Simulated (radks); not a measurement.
Values are calculated unless marked as measured or tabulated.
All-electron atom: S+ in [Ne] 3p3 4s2 (not the ground configuration). Level of theory: scalar-relativistic Kohn-Sham, MS2 meta-GGA, spin-unpolarised, spherical densities, finite nucleus; meta-GGA in the generalised Kohn-Sham scheme; Fermi nuclear charge, rms radius 3.2611 fm (a radial shooting solver on a logarithmic mesh with Libxc functionals).

Local quantities along the radius. ELF = 1/(1 + alpha^2) is the electron localisation function; alpha = (tau - tau_W)/tau_unif compares the Pauli kinetic energy density with that of the uniform gas. tau is taken from the large components.

```
   r/bohr * ELF (the largest magnitude, 1, reaches the edge; | marks zero)
 0.004629 |                                                      *
 0.006027 |                                                      *
 0.007848 |                                                      *
  0.01022 |                                                      *
  0.01331 |                                                      *
  0.01733 |                                                      *
  0.02256 |                                                      *
  0.02938 |                                                      *
  0.03825 |                                                      *
  0.04981 |                                                      *
  0.06486 |                                                     *
  0.08446 |                                                 *
     0.11 |                                 *
   0.1432 |              *
   0.1865 |             *
   0.2428 |                            *
   0.3162 |                                          *
   0.4117 |                                              *
   0.5361 |                                            *
    0.698 |                        *
   0.9017 |    *
    1.174 |         *
    1.529 |                      *
    1.991 |          *
    2.592 |   *
    3.375 |                     *
    4.395 |                                                    *
    5.723 |                                                      *
    7.452 |                                                      *
    9.704 |                                                      *
```

On this mesh the ELF has minima near r = 0.16, 0.90, 2.6 bohr, which separate the shells, and maxima near 0.41 (0.86), 1.5 (0.41).
